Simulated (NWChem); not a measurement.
Program: NWChem. System: CH3BO, charge 0, spin multiplicity 1, at a geometry optimised with PBE0/def2-SVP. The structure started from a generated list of species. Level: CCSD(T)/def2-TZVP, 3 core orbitals frozen.

Job file:

```
start mol
memory heap 100 mb stack 700 mb global 1900 mb
geometry units angstroms nocenter noautoz
  B      1.281337     0.379967     0.000000
  H      1.744056    -0.098594     1.022606
  H      1.744056    -0.098594    -1.022606
  H      1.240324     1.599470     0.000000
  O     -1.260459    -0.373764     0.000000
  C     -0.175240    -0.052002     0.000000
  symmetry group Cs
end
basis spherical
  * library def2-tzvp
end
scf
  rhf
  nopen 0
  maxiter 100
  thresh 1e-7
  semidirect memsize 60000000 filesize 0
end
tce
  freeze core 3
  ccsd(t)
  2eorb
  2emet 13
  thresh 1e-6
  maxiter 100
  tilesize 24
end
task tce energy
```

Output (cleaned and shortened):

```
             Northwest Computational Chemistry Package (NWChem) 7.3.0
             --------------------------------------------------------

                                NWChem Input Module
                                -------------------

 Scaling coordinates for geometry "geometry" by  1.889725989
 (inverse scale =  0.529177249)

 Turning off AUTOSYM since
 SYMMETRY directive was detected!

                             Geometry "geometry" -> ""
                             -------------------------

 Output coordinates in angstroms (scale by  1.889725989 to convert to a.u.)

  No.       Tag          Charge          X              Y              Z
 ---- ---------------- ---------- -------------- -------------- --------------
    1 B                    5.0000     1.28133700     0.37996700     0.00000000
    2 H                    1.0000     1.74405600    -0.09859400     1.02260600
    3 H                    1.0000     1.74405600    -0.09859400    -1.02260600
    4 H                    1.0000     1.24032400     1.59947000     0.00000000
    5 O                    8.0000    -1.26045900    -0.37376400     0.00000000
    6 C                    6.0000    -0.17524000    -0.05200200     0.00000000

 Effective nuclear repulsion energy (a.u.)      56.5207572535

            Nuclear Dipole moment (a.u.)
            ----------------------------
        X                 Y               Z
 ---------------- ---------------- ----------------
     0.0000170075    -0.0000132281     0.0000000000

      Symmetry information
      --------------------

 Group name             Cs
 Group number              2
 Group order               2
 No. of unique centers     5

      Symmetry unique atoms

     1    2    4    5    6


 Summary of "ao basis" -> "" (spherical)
 ------------------------------------------------------------------------------
       Tag                 Description            Shells   Functions and Types
 ---------------- ------------------------------  ------  ---------------------
 *                         def2-tzvp                  on all atoms

 Summary of "ao basis" -> "ao basis" (spherical)
[...]
     T(I) DIIS level shift : 0.00D+00
   CC-T/L Amplitude update :  5-th order DIIS
                I/O scheme : Global Array Library
        L-threshold :  0.10D-05
        EOM-threshold :  0.10D-05
 no EOMCCSD initial starts read in
 TCE RESTART OPTIONS
 SLICE:      F
 D4D5:       F
 quantumc:   F
 qrotation:  F
 pwtce:      F
 qducc:      F
 nacto:                         0
 nrotv:                         0
 nrot:                          0

            Memory Information
            ------------------
          Available GA space size is     249024479 doubles
          Available MA space size is     104852876 doubles

 Maximum block size supplied by input
 Maximum block size        24 doubles

 tile_dim =     22

 -------------------------------------------------
   1    alpha     a'     6 doubles       0       1
   2    alpha     a"     2 doubles       6       2
   3    beta      a'     6 doubles       8       1
   4    beta      a"     2 doubles      14       2
   5    alpha     a'    21 doubles      16       5
   6    alpha     a'    22 doubles      37       6
   7    alpha     a'    22 doubles      59       7
   8    alpha     a"    17 doubles      81       8
   9    alpha     a"    18 doubles      98       9
  10    beta      a'    21 doubles     116       5
  11    beta      a'    22 doubles     137       6
  12    beta      a'    22 doubles     159       7
  13    beta      a"    17 doubles     181       8
  14    beta      a"    18 doubles     198       9

 Global array virtual files algorithm will be used

 Parallel file system coherency ......... OK

 4-electron integrals stored in orbital form

 v2    file size   =         13698574
 4-index algorithm nr.  13 is used
 imaxsize =       30
 imaxsize ichop =        0


CCSD iterations
 ---------------------------------------------------------
 Iter          Residuum       Correlation     Cpu    Wall
 ---------------------------------------------------------
    1   0.1972711853097  -0.4904525368967     1.1     1.1
    2   0.0498202055802  -0.4957836351727     1.0     1.0
    3   0.0170365025766  -0.5080040042764     1.1     1.1
    4   0.0077645046196  -0.5081730198807     1.1     1.1
    5   0.0032287693900  -0.5094643364970     1.0     1.0
    6   0.0013651529430  -0.5097072127615     1.1     1.1
    7   0.0005792342053  -0.5097367362137     1.0     1.0
    8   0.0003209552059  -0.5097523821850     1.0     1.0
    9   0.0001725344122  -0.5097542830692     1.2     1.2
   10   0.0001067289870  -0.5097621459608     1.2     1.2
   11   0.0000248727722  -0.5097683783598     1.1     1.1
   12   0.0000110790342  -0.5097685254568     1.1     1.1
   13   0.0000062943317  -0.5097685696451     1.1     1.1
   14   0.0000035270436  -0.5097685310662     1.1     1.1
   15   0.0000020962190  -0.5097684677279     1.1     1.1
   16   0.0000004595941  -0.5097683735557     1.1     1.1
 -----------------------------------------------------------------
 Iterations converged
 CCSD correlation energy / hartree =        -0.509768373555706
 CCSD total energy / hartree       =      -139.705688005777887

 Singles contributions

 Doubles contributions
 CCSD(T)
 Using plain CCSD(T) code
             total no. of tasks          295
 total no. of tasks / no. procs          295
                         wl_min        39304           5.8
                         wl_max      2299968          11.5
        thresh for no. of tasks          295

 CCSD[T]  correction energy / hartree =        -0.025006244816196
 CCSD[T] correlation energy / hartree =        -0.534774618371902
 CCSD[T] total energy / hartree       =      -139.730694250594070
 CCSD(T)  correction energy / hartree =        -0.023142684953652
 CCSD(T) correlation energy / hartree =        -0.532911058509357
 CCSD(T) total energy / hartree       =      -139.728830690731542

 Task  times  cpu:       90.5s     wall:       90.5s

 Total times  cpu:       90.6s     wall:       90.6s
```
